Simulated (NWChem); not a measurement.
# GaHBr$_{2}$; SMILES [GaH]([Br])[Br]

This build's default masses of Se (78.918 u) and Br (79.917 u) are each other's, which moves their modes by up to 0.6 %.

### Question
Give the equilibrium geometry at PBE-D3(BJ)/def2-SVP (NWChem) as an XYZ file, with the point group.

### Answer
point group C2v; any orientation.
```
4

Ga     0.0000     0.0000    -0.8005
H      0.0000     0.0000    -2.3619
Br    -1.9506     0.0000     0.4104
Br     1.9506     0.0000     0.4104
```
